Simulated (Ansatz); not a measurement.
Gas-phase electronic energies from Ansatz, PBE0-D4/def2-TZVP geometries. CCSD(T)/CBS is the MP2 limit (def2-TZVPP, def2-QZVPP) plus CCSD(T) − MP2 in def2-TZVPP, frozen cores. This one scheme is used for every species. DFT in def2-TZVPP. B3LYP here is the variant with VWN-RPA as its local correlation; programs differ in this. For Ga outer-core shells are correlated without core-valence functions, which leaves a few kJ/mol of doubt a bond. Scalar relativity is left out up to krypton. Each species was taken in one conformer, which may not be the lowest.

Consider the ligand exchange at a Ga–Cl bond: `[NH2][Ga]([Cl])[Cl]` + CH₃OH → `C[O][Ga]([NH2])[Cl]` + HCl.

Problem. Is it downhill or uphill in electronic energy at CCSD(T)/CBS, and by how much? (Estimate.)

Solution. Computed: Uphill: ΔE = +0.63 eV.

Problem. What do these levels give: PBE-D4, r2SCAN-D4, PBE0-D4, ωB97X-V, B2PLYP, PBE, PBE0, B3LYP, HF/def2-TZVPP, CCSD(T)/def2-TZVPP, MP2/def2-QZVPP, MP2/CBS(def2)? (Estimate.)

Solution. Ansatz gave: PBE-D4 0.64, r2SCAN-D4 0.65, PBE0-D4 0.70, ωB97X-V 0.65, B2PLYP 0.63, PBE 0.66, PBE0 0.72, B3LYP 0.67, HF/def2-TZVPP 0.79, CCSD(T)/def2-TZVPP 0.59, MP2/def2-QZVPP 0.61, MP2/CBS(def2) 0.63 eV.

Largest T1 diagnostic among the species: 0.013.

From PBE to PBE0 (25 % exact exchange), in def2-TZVPP and without D4, ΔE moves by +0.06 eV. In def2-TZVPP, CCSD(T) changes the Hartree–Fock value by −0.20 eV (the triples alone add −0.02 eV) and MP2 by −0.19 eV.
